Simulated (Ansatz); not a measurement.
AlBrClHS (`[SH][Al]([Cl])[Br]`), relaxed with RKS PBE0-D4/def2-TZVP in Ansatz 0.2.0 from a PBE-D4/def2-SVP geometry. The force threshold is 0.005 eV/Å; the program also tests the step.

The species carries charge 0 and has multiplicity 1.

Start:

```xyz
5

S     0.909    0.706    1.382
Al    0.053   -0.364   -0.339
Cl   -1.014   -2.160   -0.080
Br    0.295    0.387   -2.451
H    -0.242    1.432    1.488
```

```
step   energy (eV)  largest force (eV/Å)  largest move (Å)
   1  -100004.5423                 0.411             0.000
   2  -100004.5573                 0.161             0.021
   3  -100004.5585                 0.015             0.020
   4  -100004.5606                 0.045             0.044
   5  -100004.5681                 0.089             0.077
   6  -100004.5858                 0.192             0.106
   7  -100004.6153                 0.474             0.131
   8  -100004.6443                 1.350             0.195
   9  -100004.7179                 1.087             0.194
  10  -100004.7763                 0.287             0.200
  11  -100004.7853                 0.150             0.200
  12  -100004.7946                 0.044             0.092
  13  -100004.7949                 0.015             0.011
  14  -100004.7949                 0.002             0.007
```

End:

```xyz
5

S     0.229    0.565    1.630
Al   -0.135   -0.448   -0.241
Cl   -0.690   -2.450   -0.195
Br    0.073    0.613   -2.200
H     0.523    1.721    1.006
```

It took 2 min on 2 threads of a server CPU on a shared host, with 0.5 GiB of host memory at the peak.
